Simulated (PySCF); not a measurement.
Job for PySCF: R-MP2/6-31G* on C2H4O2 (a complex), monomers drawn apart or pushed together.

```python
from pyscf import gto, scf, dft, mp
from pyscf.data.elements import chemcore

mol = gto.M(
    atom='''
    C     0.68015228    0.49605873    0.41921731
    O     0.85019996    0.37850107   -0.68467860
    C    -0.19362686   -0.83364615    4.90225300
    O    -0.69630280    0.37076526    4.34815422
    H    -0.34147415   -1.69099663    4.23486562
    H    -0.74745079   -1.01917981    5.82197848
    H     0.87180158   -0.76307868    5.15096332
    H    -0.24050610    0.53595668    3.51535696
    ''',
    basis='6-31g*',
    cart=True,
    charge=0, spin=0, verbose=3, max_memory=1800)
mf = scf.RHF(mol)
mf.conv_tol = 1e-8
mf.max_cycle = 100
mf.kernel()
if not mf.converged:
    mf = mf.newton().run(mf.mo_coeff, mf.mo_occ)
pt = mp.MP2(mf, frozen=chemcore(mol)).run()
```

Program output:

```
converged SCF energy = -227.773644432139
E(RMP2) = -228.367708359485  E_corr = -0.594063927345883
E(SCS-RMP2) = -228.355676593837  E_corr = -0.582032161698449
```

Self-consistency was reached.

Cost: about 0.5 core-seconds (a rough figure).
